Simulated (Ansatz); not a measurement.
```yaml
crystal:
  periodic: [false, false, false]
  atoms:
    - {symbol: C, position_ang: [-0.646747, 0.988368, 0.246806]}
    - {symbol: O, position_ang: [-0.463155, -0.158263, -0.553589]}
    - {symbol: Ge, position_ang: [0.572425, -1.482198, 0.003798]}
    - {symbol: F, position_ang: [0.750625, -2.433492, -1.438156]}
    - {symbol: H, position_ang: [-0.989424, 1.795033, -0.404727]}
    - {symbol: H, position_ang: [0.280796, 1.315991, 0.733933]}
    - {symbol: H, position_ang: [-1.406966, 0.822682, 1.017341]}
    - {symbol: H, position_ang: [1.994746, -0.905222, 0.338895]}
basis:
  gaussian: {orbitals: def2-SVPD, final_grid: {core_spheres: 1, valence_spheres: 1, degree: 3}}
magnetization: {spin_polarized: true, initial_magnetization: 1}
hamiltonian: {xc: {name: wB97M-V}}
output: {forces: true}
```

```sh
$ ansatz run in.yaml --threads 4 --pin off --events-out ev --progress --plain --max-ram 10444MiB
```

Shortened log:

```
Functional definition: wB97M-V
1220 factors; their error is unknown
427 factors; integrals over basis functions are off by at most 1.7e-5 eV
mean field evaluation 1: about -62362.7425 eV, gradient 3.7e1 eV
mean field evaluation 2: about -62359.5838 eV, gradient 5.0e1 eV
mean field evaluation 4: about -62367.9143 eV, gradient 2.0e0 eV
mean field evaluation 16: about -62393.0601 eV, gradient 2.5e-1 eV
mean field evaluation 32: about -62393.0615 eV, gradient 6.5e-5 eV
mean field -62393.06153600 eV, -2292.9027199121 hartree, gradient 6.5e-5 eV, S^2 0.756381; 0 other end points of the search recorded, 0 dependent functions left out
reference -62393.06178730 eV, -2292.9027291471 hartree; 30, 29 occupied and 106, 107 virtual orbitals, 1220 factors
Total energy: -62393.06178730 eV, -2292.9027291471 hartree
Atom 0 at    -0.646747     0.988368     0.246806 Å, force     0.114200     1.795732     0.459753 eV/Å
Atom 1 at    -0.463155    -0.158263    -0.553589 Å, force     0.479545     4.697791     4.031135 eV/Å
Atom 2 at     0.572425    -1.482198     0.003798 Å, force    -0.468023    -0.586081     0.731704 eV/Å
Atom 3 at     0.750625    -2.433492    -1.438156 Å, force    -0.757218    -0.603064    -0.428582 eV/Å
Atom 4 at    -0.989424     1.795033    -0.404727 Å, force     0.659123    -2.920360     1.153856 eV/Å
Atom 5 at     0.280796     1.315991     0.733933 Å, force    -3.144942    -1.680626    -1.093532 eV/Å
Atom 6 at    -1.406966     0.822682     1.017341 Å, force     2.283285    -1.132402    -4.138985 eV/Å
Atom 7 at     1.994746    -0.905222     0.338895 Å, force     0.834030     0.429010    -0.715349 eV/Å
Dipole moment:     0.107245     0.537429     0.515232 e Å
```

In this input the integration grid is far too coarse. The calculation finished and met its thresholds. The result belongs to that input, not to the molecule as meant.
